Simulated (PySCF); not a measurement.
A GIAO shielding run with PySCF (density fitting, non-relativistic, gas phase) on `InChI=1S/C4H9F3SSi/c1-3(2)8-9-4(5,6)7/h3H,9H2,1-2H3`:

```
$ OMP_NUM_THREADS=1 python probes_run.py task.json out

{"job": {"kind": "nmr", "xc": "PBE0", "basis": "pcSseg-1"}, "charge": 0, "multiplicity": 1}
C     -1.771132     1.340121    -0.318811
C     -1.458836     0.299210     0.740137
C     -1.844080    -1.104791     0.315057
S      0.320421     0.391922     1.241533
Si     1.354489    -0.375543    -0.432761
C      3.217606    -0.071428    -0.020576
F      3.617596    -0.602464     1.147465
F      3.550787     1.231482     0.016032
F      4.001608    -0.628077    -0.969018
H     -2.847215     1.393275    -0.472927
H     -1.418588     2.319960    -0.007324
H     -1.299527     1.082517    -1.264587
H     -1.970955     0.556408     1.670260
H     -1.515037    -1.834474     1.050693
H     -1.399819    -1.351846    -0.647228
H     -2.926395    -1.173419     0.222391
H      1.246451    -1.820191    -0.605683
H      1.133866     0.353655    -1.676312
```

Hardware: 1 thread of an Arm Neoverse N1, shared host. The job also computes population analyses, field gradients.

Question: How large is the calculation?

Answer: 90 electrons, 212 basis functions and 1147 auxiliary functions.

Question: How long does it take, and how much memory does it need?

Answer: 66 s of wall time, with 12 SCF cycles and 5 response iterations; peak memory 0.94 GiB. Times on a shared host scatter by some tens of per cent.
